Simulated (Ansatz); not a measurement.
BF3, triplet, at a GFN2-xTB geometry (a higher spin typed on purpose: for a closed-shell molecule this is an excited state); Ansatz (a program for electronic structure) with CAM-B3LYP/6-31G*.

The Ansatz input:
Ansatz 0.2 input:
```yaml
crystal:
  periodic: [false, false, false]
  atoms:
    - {symbol: B, position_ang: [0.00238864, 0.26611613, 0.46432596]}
    - {symbol: F, position_ang: [-1.13132111, -0.57284179, 0.21989644]}
    - {symbol: F, position_ang: [0.03989163, 1.06338357, -0.72388788]}
    - {symbol: F, position_ang: [1.09010246, -0.63838407, 0.24603257]}
basis:
  gaussian:
    orbitals: 6-31G*
hamiltonian:
  xc: cam_b3lyp
magnetization: {spin_polarized: true, initial_magnetization: 2}
scf: {lower_state_search: off}
```

It wrote (shortened):

```
Functional definition: CAM-B3LYP
these checks for a lower state are left out or cut short: stability, starts, cluster_reference, orbital_swaps, neighbouring_geometries, increment
520 factors; integrals over basis functions are off by at most 9.7e-4 eV
112 factors; integrals over basis functions are off by at most 1.1e-5 eV
mean field evaluation 1: about -8820.1284 eV, gradient 1.7e1 eV
mean field evaluation 2: about -8820.4018 eV, gradient 1.6e1 eV
mean field evaluation 4: about -8821.1776 eV, gradient 2.5e-1 eV
mean field evaluation 8: about -8821.2475 eV, gradient 3.5e-2 eV
mean field evaluation 16: about -8821.2475 eV, gradient 8.5e-4 eV
mean field -8821.24753167 eV, -324.1748675324 hartree, gradient 8.0e-6 eV, S^2 2.005910; 0 other end points of the search recorded, 0 dependent functions left out
reference -8821.24759237 eV, -324.1748697631 hartree; 17, 15 occupied and 43, 45 virtual orbitals, 520 factors
Total energy: -8821.24759237 eV, -324.1748697631 hartree
Checks for a lower state left out: stability, starts, cluster_reference, orbital_swaps, neighbouring_geometries, increment
```
